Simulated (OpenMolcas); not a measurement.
Os6+ among 4 point charges of -2 e arranged as a tetrahedron (Td).

```yaml
Program: OpenMolcas 26.06
Method: "SS-CASPT2, IPEA 0.25 Eh, imaginary shift 0.1 Eh (closed shells correlated: 4f 5s 5p)"
Basis: ANO-RCC-VTZP [8s7p5d3f2g1h]
Scalar_Hamiltonian: DKH2, point nucleus
Active_space: 2 electrons in 5 orbitals (5d)
State_averaging: 2S+1 = 3 even, 10 roots; 2S+1 = 1 even, 15 roots
Spin-orbit_coupling: RASSI with atomic mean-field integrals over the reference wave functions
```

All point charges move together. At R = 1.68 Å the first state of the same spin is 6260 cm-1, and at R = 1.9 Å it is 3640 cm-1.

Task: A third run gives 4290 cm-1. What distance was it run at?

Result: With a power law R^-n the two known points give n = -ln(3640 / 6260) / ln(1.9 / 1.68) = 4.41. Then R = 1.68 × (6260 / 4290)^(1/4.41) = 1.830 Å. The run was at 1.81 Å, so the estimate is off by +0.020 Å.

Roots that are degenerate in the reference are averaged as groups; the widest CASPT2 spread within a group is 290 cm-1 (the 3-fold group of multiplicity 3 near 20000 cm-1 above the lowest state of its run, R = 1.68). Shifts and gaps below about the spread of the groups concerned are not significant. Free-ion shares, where given, are those of the reference states; single-state CASPT2 does not remix them. Spin-orbit coupling mixes the spin-free states strongly: the lowest level takes only 50 % from its leading state, 3A2 (figures for R = 1.68; the like holds for R = 1.81, R = 1.9). This is an electrostatic model: the charges have no orbitals. No measured value stands beside these numbers.
